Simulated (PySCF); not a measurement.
Molecule: SMILES C[S][GeH2][O][GeH3], CH8Ge2OS.

Geometry (Å), atoms numbered from 1 in this order:
```xyz
13

C     2.3929   -0.0163   -0.7926
S     1.3267   -1.4394   -1.1947
Ge    0.1025   -1.4813    0.6547
O    -0.8896   -0.0116    0.7271
Ge   -1.7472    0.7566   -0.6365
H     1.7972    0.8789   -0.5673
H     3.0057    0.1820   -1.6821
H     3.0584   -0.2427    0.0524
H    -0.7881   -2.7321    0.5586
H     0.9871   -1.4336    1.9103
H    -2.7845    1.6840    0.0152
H    -2.4310   -0.3251   -1.4958
H    -0.7410    1.5642   -1.4777
```

Geometry PBE0-D3(BJ)/def2-SVP throughout; GIAO in PySCF, gas phase, one conformer, non-relativistic; equivalent atoms averaged; basis pcSseg-1.

(1) How do the shifts δ (against TMS, CS2, GeMe4, H2O at the same level) depend on the functional? (ppm; last column core-seconds on shared hosts with different chips, so compare them loosely; the GGAs took longer than the global hybrids here, which isn't the general rule, and the cause wasn't traced)

(2) Which nucleus moves most, in ppm?

Results:

(1) 
```tsv
functional	kind	C1	S2	Ge3	Ge5	O4	H9/H10	H11/H12/H13	H6/H7/H8	core-s
HF	Hartree–Fock	11.8	-205.3	-6.1	-95.9	-34.3	4.90	4.58	2.04	11
LDA	LDA	14.3	-85.4	51.8	-79.6	37.9	6.23	5.64	2.20	20
PBE	GGA	15.4	-90.6	28.5	-89.9	32.6	5.85	5.30	2.18	24
BLYP	GGA	16.4	-70.5	19.5	-103.6	39.2	5.79	5.24	2.20	24
BP86	GGA	15.7	-86.2	29.6	-90.2	32.7	5.91	5.35	2.20	24
OPBE	GGA	15.4	-111.4	20.8	-81.9	25.3	5.64	5.13	2.14	24
KT2	GGA	15.1	-82.9	27.3	-87.2	27.1	5.82	5.25	2.21	24
KT3	GGA	15.9	-88.1	11.2	-94.9	27.0	5.50	4.98	2.17	24
B97-D	GGA	16.7	-78.3	17.4	-97.3	32.9	5.78	5.23	2.22	25
B3LYP	global hybrid	15.2	-106.8	20.6	-96.7	20.1	5.58	5.09	2.15	19
PBE0	global hybrid	14.2	-132.0	26.7	-84.1	10.4	5.58	5.10	2.13	18
mPW1PW91	global hybrid	14.5	-130.9	26.8	-83.3	11.0	5.56	5.08	2.13	19
WP04	global hybrid	17.9	-95.8	-1.4	-104.2	22.4	4.99	4.48	2.07	24
B97-2	global hybrid	15.1	-122.5	19.5	-88.7	13.0	5.52	5.04	2.14	24
BHandHLYP	global hybrid	13.8	-150.5	14.6	-92.8	-3.1	5.28	4.86	2.09	23
CAM-B3LYP	range-separated hybrid	13.4	-130.6	26.3	-89.4	8.4	5.49	5.06	2.07	34
wB97X-D	range-separated hybrid	13.8	-141.1	25.9	-84.0	5.0	5.48	5.04	2.07	33
LC-wPBE	range-separated hybrid	11.7	-168.8	32.9	-73.3	-7.2	5.36	4.98	1.98	44
```

(2) S2 (sulfur bonded to C, Ge): from -205.3 ppm with HF to -70.5 ppm with BLYP. The smallest spread is 0.24 ppm, at H6/H7/H8. Proton shifts span only some 12 ppm, so a few tenths of a ppm matter as much there as several ppm in carbon.

Relativistic effects, spin–orbit coupling among them, are left out; they matter for Ge and for the light atoms bonded to it.
